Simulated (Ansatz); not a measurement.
```yaml
crystal:
  periodic: [false, false, false]
  atoms:
    - {symbol: Sn, position_ang: [0.004654, 0.004834, -0.010048]}
    - {symbol: H, position_ang: [0.026435, -0.017650, 1.723403]}
    - {symbol: H, position_ang: [1.612673, 0.036259, -0.623766]}
    - {symbol: H, position_ang: [-0.766433, 1.374516, -0.573436]}
    - {symbol: H, position_ang: [-0.855564, -1.406016, -0.595426]}
basis:
  gaussian: {orbitals: def2-mTZVP}
hamiltonian: {xc: {name: wB97}}
scf: {lower_state_search: off}
```

```sh
$ ansatz run in.yaml --threads 4 --pin off --events-out ev --progress --plain --max-ram 3916MiB
```

Shortened log:

```
Functional definition: wB97
553 factors; their error is unknown
208 factors; integrals over basis functions are off by at most 1.1e-5 eV
mean field evaluation 1: about -5896.3109 eV, gradient 8.6e0 eV
mean field evaluation 2: about -5896.5391 eV, gradient 4.6e0 eV
mean field evaluation 4: about -5896.5777 eV, gradient 1.1e-1 eV
mean field evaluation 8: about -5896.5640 eV, gradient 6.4e-3 eV
mean field -5896.56398415 eV, -216.6947295830 hartree, gradient 3.0e-6 eV, S^2 0.000000; 0 other end points of the search recorded, 0 dependent functions left out
reference -5896.56397199 eV, -216.6947291362 hartree; 13, 13 occupied and 35, 35 virtual orbitals, 553 factors
Total energy: -5896.56397199 eV, -216.6947291362 hartree
Checks for a lower state left out: stability, starts, cluster_reference, orbital_swaps, neighbouring_geometries, increment
```

It took 0.4 s on 4 threads of Arm Neoverse V2 on a shared host.

In the def2 sets Sn takes a core potential; there is no spin–orbit coupling.
